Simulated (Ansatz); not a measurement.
Two members of one family (Series PbX4), computed with Ansatz in the gas phase; def2 core potentials for Pb, no spin–orbit coupling. The two geometries come from different levels. Binding counts from free atoms in the multiplicity of their measured ground term, without zero-point energy. A dash marks a value that wasn't run or was left out as unsound. The structures are stationary points that may keep the symmetry of their start. Remarks come from the PBE and PBE0 runs and from stability tests at other levels; not every state was tested. HOMO above LUMO (over both spins in singlets and doublets, within one spin in higher multiplets; at PBE or PBE0), or a gap under 0.15 eV within one spin, warns that the state may not be the lowest or that an electron is smeared out.

First: PbH4 (singlet, charge 0, PBE0-D4/def2-TZVP geometry).

Cartesian coordinates in Å:
```
Pb 0.000 0.000 0.000
H 0.412 -0.914 -1.434
H -1.531 -0.562 0.629
H -0.124 1.697 -0.406
H 1.244 -0.221 1.210
```

```json
{"level": "PBE-D4/def2-SVP", "HOMO (eV)": "-7.68", "LUMO (eV)": "-0.96", "gap (eV)": "6.72", "vertical triplet (eV)": "–", "binding per atom (eV)": "1.90"}
{"level": "PBE-D4/def2-TZVP", "HOMO (eV)": "-7.74", "LUMO (eV)": "-1.29", "gap (eV)": "6.45", "vertical triplet (eV)": "5.94", "binding per atom (eV)": "1.92"}
{"level": "r2SCAN-D4/def2-TZVP", "HOMO (eV)": "-8.04", "LUMO (eV)": "-1.00", "gap (eV)": "7.04", "vertical triplet (eV)": "6.05", "binding per atom (eV)": "1.94"}
{"level": "PBE0-D4/def2-SVP", "HOMO (eV)": "-8.87", "LUMO (eV)": "0.01", "gap (eV)": "8.88", "vertical triplet (eV)": "–", "binding per atom (eV)": "1.89"}
{"level": "PBE0-D4/def2-TZVP", "HOMO (eV)": "-8.91", "LUMO (eV)": "-0.37", "gap (eV)": "8.54", "vertical triplet (eV)": "6.17", "binding per atom (eV)": "1.91"}
```

Second: PbMe4 (singlet, charge 0, B3LYP-D4/def2-SVP geometry).

| atom | x (Å) | y (Å) | z (Å) |
| --- | --- | --- | --- |
| Pb1 | 0.0000 | 0.0000 | -0.0001 |
| C2 | -1.0024 | -1.4501 | -1.4287 |
| H3 | -1.5297 | -0.8847 | -2.2100 |
| H4 | -1.7195 | -2.0700 | -0.8741 |
| H5 | -0.2382 | -2.0923 | -1.8893 |
| C6 | 0.9884 | -1.1573 | 1.6832 |
| H7 | 1.5487 | -0.4609 | 2.3230 |
| H8 | 1.6761 | -1.9022 | 1.2577 |
| H9 | 0.2168 | -1.6654 | 2.2776 |
| C10 | -1.5571 | 1.4085 | 0.8625 |
| H11 | -1.0890 | 2.0403 | 1.6311 |
| H12 | -2.3692 | 0.8205 | 1.3118 |
| H13 | -1.9591 | 2.0407 | 0.0593 |
| C14 | 1.5701 | 1.1996 | -1.1173 |
| H15 | 1.1073 | 1.6787 | -1.9907 |
| H16 | 2.3744 | 0.5263 | -1.4469 |
| H17 | 1.9824 | 1.9685 | -0.4491 |

Q: What does the change do? Estimate second minus first.

A: 
```
              level  Δ HOMO (eV)  Δ LUMO (eV)  Δ gap (eV)  Δ vertical triplet (eV)  Δ binding per atom (eV)
    PBE-D4/def2-SVP         1.57         0.26       -1.31                        –                     1.77
   PBE-D4/def2-TZVP         1.54         0.25       -1.29                    -1.15                     1.75
r2SCAN-D4/def2-TZVP         1.64         0.24       -1.41                    -1.08                     1.68
   PBE0-D4/def2-SVP         1.62         0.22       -1.40                        –                     1.74
  PBE0-D4/def2-TZVP         1.63         0.24       -1.39                    -1.01                     1.71
```

Remarks: gap within one spin near zero at PBE or PBE0 (triplet).
